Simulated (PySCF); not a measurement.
Compound: C4H3N2O (doublet state).
Structure used (GFN2-xTB), in Å, numbered top down from 1:
```xyz
10
C4H3N2O angstrom
N     -1.3727    1.5538    1.5416
C     -1.3774    0.6738    0.7835
C     -1.3658   -0.3763   -0.0919
O     -0.2630   -1.0508   -0.4744
C      0.9792   -0.5754    0.0075
C      1.3715    0.6636   -0.6454
N      1.6510    1.6280   -1.1872
H     -2.2748   -0.7552   -0.5308
H      0.9464   -0.4039    1.0943
H      1.7145   -1.3529   -0.2253
```

The hyperfine couplings belong to this conformer and change with its torsions.

As a line formula: `C(C#N)O[CH]C#N` [radical].

Level of theory: UKS B3LYP, pcH-1 on C H N O, non-relativistic, mean-field spin-orbit, GIAO in PySCF 2.14.0. The structure is a single GFN2-xTB conformer in the gas phase; no vibrational or solvent corrections. A GFN2-xTB geometry isn't a minimum of the functional, and hyperfine couplings can be far from their values at a DFT geometry. No stability test was run, so a lower SCF solution isn't excluded.

Largest spin populations (Mulliken): C3 (+0.70), N1 (+0.39), C2 (-0.18) and O4 (+0.12). The positive populations add up to 1.23 and the negative ones to -0.23, together 2S = 1. The angles at C3 add up to 360.0°, so it is planar; its axial dipolar tensor and the negative coupling of its proton fit spin in a p orbital normal to that plane.

Task: McConnell's relation a(H) = Q·ρ ties the coupling of a proton on a planar π carbon to the spin population of that carbon. What Q do the computed values give?

Result: 
```tsv
H	C	ρ(C)	a(H) (G)	a/ρ (G)
H8	C3	+0.698	-19.03	-27.3
```

One proton gives one ratio, Q = -27.3 G, and no test of linearity.

Couplings in gauss use g_iso = 2.0034.

The run took 36 s wall (grids of density and orbitals included) on one thread, Arm Neoverse V1 (aarch64), shared host with 32 logical CPUs at a one-minute load of 26, and the process peaked at 0.73 GiB of memory.
